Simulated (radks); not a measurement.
Valence configurations of neutral erbium (all share [Xe]). Method: scalar-relativistic Kohn-Sham, BLYP, spin-polarised, spherical densities, point nucleus; open shells are filled with parallel spins first (spin-orbit coupling, left out, can overturn this in heavy ions); computed with a radial shooting solver on a logarithmic mesh with Libxc functionals. Energies are relative to 4f12 6s2; eigenvalues in eV for spin up.

valence,E (eV),moment (Bohr magnetons),e(4f),e(5d),e(6p),e(6s)
4f12 6s2,0.000,2,-3.622,-,-,-3.743
4f11.5 5d0.5 6s2,1.171,3,-6.854,-1.536,-,-4.138
4f12 5d0.5 6s1 6p0.5,2.460,4,-3.853,-1.381,-1.487,-4.358
4f12 6s1 6p1,2.485,4,-4.976,-,-1.825,-4.875
4f11 5d1 6s2,3.426,4,-10.229,-2.178,-,-4.424
4f11 6s2 6p1,4.901,4,-13.460,-,-2.141,-5.778
4f10 5d2 6s2,11.476,6,-17.460,-3.415,-,-4.834

NIST lists [Xe] 4f12 6s2 as the ground configuration; this level of theory agrees among the configurations tried. The energies are those of spherical high-spin densities, not of single terms. No valid solution was reached for [Xe] 4f12.5 6s1.5; [Xe] 4f13 6s1; [Xe] 4f14.
